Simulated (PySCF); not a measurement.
## Relaxation of singlet FTeN

All numbers come from PySCF, PBE0, basis Te def2-TZVP with ECP28, N def2-TZVP, F def2-TZVP (scalar-relativistic core potentials, no spin–orbit coupling, density fitting). A (50,194) grid was used.

A start displaced from a saddle point along its imaginary mode, of Cs symmetry, held to at least that symmetry:

Coordinates in bohr (charge 0 multiplicity 1):
```
Te    0.0017   -0.0457   -0.1645
N    -0.0083    0.2266   -3.5901
F    -0.0053    0.1454    3.7710
```

Optimiser trace:
```json
{"step": "0", "E − E(last) (kJ/mol)": "128.27", "largest gradient (Eh/bohr)": "0.01215"}
{"step": "1", "E − E(last) (kJ/mol)": "114.57", "largest gradient (Eh/bohr)": "0.02198"}
{"step": "2", "E − E(last) (kJ/mol)": "85.06", "largest gradient (Eh/bohr)": "0.03365"}
{"step": "3", "E − E(last) (kJ/mol)": "76.68", "largest gradient (Eh/bohr)": "0.08076"}
{"step": "4", "E − E(last) (kJ/mol)": "51.71", "largest gradient (Eh/bohr)": "0.05076"}
{"step": "5", "E − E(last) (kJ/mol)": "30.12", "largest gradient (Eh/bohr)": "0.01730"}
{"step": "6", "E − E(last) (kJ/mol)": "7.43", "largest gradient (Eh/bohr)": "0.01677"}
{"step": "7", "E − E(last) (kJ/mol)": "1.13", "largest gradient (Eh/bohr)": "0.01483"}
{"step": "8", "E − E(last) (kJ/mol)": "0.04", "largest gradient (Eh/bohr)": "0.00117"}
{"step": "9", "E − E(last) (kJ/mol)": "0.00", "largest gradient (Eh/bohr)": "0.00016"}
{"step": "10", "E − E(last) (kJ/mol)": "0.00", "largest gradient (Eh/bohr)": "0.00001"}
```

It ends at Cs with Te–F 1.940 Å, Te–N 1.789 Å; F–Te–N 108.6°. No frequency check is given, so it may be a saddle point.

Final geometry:
```xyz
3
charge 0 multiplicity 1, angstrom
Te    0.0243   -0.6640   -0.0768
N    -0.0167    0.4559   -1.4714
F    -0.0139    0.3808    1.5569
```

The relaxation took of the order of 50 core-seconds on a shared host.
